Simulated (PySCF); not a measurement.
**Excitation energy of Ta⁺ by level of theory**

Ta⁺ [Xe] 4f14 5d3 6s1 (5F) → Ta⁺ [Xe] 4f14 5d2 6s2 (3F), as a difference of total energies. Computed with PySCF 2.14 in x2c-TZVPPall, with scalar relativity by spin-free X2C-1e. Correlated levels: valence: [Xe] 4f14 frozen. The calculations carry no spin-orbit coupling.

| method | excitation energy (eV) |
| --- | --- |
| UHF | 1.476 |
| MP2 (valence) | 0.824 |
| SCS-MP2 (valence) | 0.372 |
| CCSD (valence) | 0.621 |
| CCSD(T) (valence) | 0.542 |

Errors of the correlated levels include the incompleteness of this basis and the frozen core.

**Question.** Which method comes closest to the reference value, and which is furthest?

**Answer.** The reference is 0.428 eV (measured; NIST levels, between the centres of gravity of the two terms). Closest: SCS-MP2 (valence) (error -0.056 eV); furthest: UHF (error 1.048 eV).
